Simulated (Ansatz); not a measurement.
`C=[C](S)[AlH][OH]` + H–F → `C=C(F)S` + `[OH][AlH2]`  (substitution at a C–Al bond)

Isolated molecules relaxed with PBE0-D4/def2-TZVP in Ansatz; ΔE leaves out vibrations. CBS: MP2 limit from def2 TZ/QZ plus the TZ coupled-cluster correction, frozen cores. This one scheme is used for every species. DFT in def2-TZVPP. One conformer a species, not always the lowest.

```
          level  ΔE (kJ/mol)
      r2SCAN-D4         86.7
            PBE         81.7
           BLYP         73.4
CCSD/def2-TZVPP         96.7
```

(1) What does CCSD(T)/CBS give? (An estimate is asked.)

Largest T1 diagnostic among the species: 0.013.

Results:

(1) Computed: +105.5 kJ/mol. The listed levels differ from it by -18.8, -23.8, -32.1, -8.8 kJ/mol.

In def2-TZVPP, CCSD(T) changes the Hartree–Fock value by +23.7 kJ/mol (the triples alone add +2.8 kJ/mol) and MP2 by +34.7 kJ/mol. At CCSD(T), def2-SVP lies −28.5 kJ/mol from the extrapolated value and def2-TZVPP −6.0 kJ/mol. From PBE to PBE0 (25 % exact exchange), in def2-TZVPP and without D4, ΔE moves by +5.3 kJ/mol.
